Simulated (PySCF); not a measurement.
# Static response to an electric field

Compound: C₅H₆Cl₂O.
Cartesian coordinates in Å at the GFN2-xTB level; atoms count from 1:
```xyz
14
C5H6Cl2O angstrom
C     -1.0540   -1.3475   -0.6263
C     -0.2755   -0.2025   -0.0762
C     -1.0212    0.7447    0.7990
C      1.0422   -0.0509   -0.3475
Cl     1.8696   -1.2085   -1.3371
C      1.8308    1.0564    0.1699
O      1.4289    1.9835    0.8072
Cl     3.5544    0.9627   -0.2101
H     -1.0402   -2.1684    0.0917
H     -0.6274   -1.7118   -1.5563
H     -2.0901   -1.0601   -0.7858
H     -1.9942    0.3371    1.0580
H     -0.4626    0.9688    1.7051
H     -1.1615    1.6959    0.2862
```

Level: PBE0/def2-SVPD (PySCF), static field, nuclei fixed, core orbitals frozen in the response. The polarisability tensor in these axes (au):

```
x   122.45   8.52 -10.04
y     8.52  86.97  13.99
z   -10.04  13.99  72.67
```

Problem. What are the eigenvalues, a third of the trace, and Δα (Δα² = ½Σ(αi − αj)² over the three pairs)?

Solution. Principal values 61.33, 95.41 and 125.35 au; mean 94.03 au = 13.93 Å³ = 15.50 × 10⁻⁴⁰ C²·m²/J; Δα = 55.48 au (59 % of the mean).

Problem. What is the dipole moment, and where does it point?

Solution. (-3.50, -1.82, -0.14) D, 3.94 D in size, pointing from the negative to the positive side. Measured along this direction, the outermost atoms are Cl8 at the negative end and H11 at the positive end.

Problem. Molar refractivity from α?

Solution. Lorentz–Lorenz: R = (4π/3)N_A α = 2.5225 cm³/(mol·Å³) × 13.93 Å³ = 35.1 cm³/mol, in the limit of long wavelengths.

Problem. Traceless (Buckingham) quadrupole moment about the centre of nuclear charge: eigenvalues?

Solution. -7.55, 0.08, 7.46 D·Å. The values depend on the origin, since the dipole doesn't vanish. The electronic extent ⟨r²⟩ about the same centre is 1440 bohr², a root-mean-square distance of 2.27 Å for the 78 electrons.

Problem. Rayleigh depolarisation ratio (linearly polarised light, static tensor)?

Solution. ρ = 3Δα²/(45ᾱ² + 4Δα²) = 9232.8/(397874 + 12310.5) = 0.0225.

Problem. Find the Langevin capture rate constant for H3+ (3.023 u) meeting this molecule (151.980 u), k = 2.342 × 10⁻⁹ cm³/s × √(α in Å³ / reduced mass in u).

Solution. The reduced mass is 2.96 u, so k = 5.08 × 10⁻⁹ cm³/s. The formula leaves out the permanent dipole, which adds to the capture rate.

Problem. What would n − 1 = 2πNα be for an ideal gas of these molecules at 500 K and 1 atm, electronic part alone?

Solution. N = p/kT = 1.4678 × 10¹⁹ cm⁻³, so n − 1 = 2π × N × 13.93 × 10⁻²⁴ cm³ = 1285 × 10⁻⁶ at long wavelengths, for an ideal gas.

Geometry: GFN2-xTB, one conformer, isolated molecule.
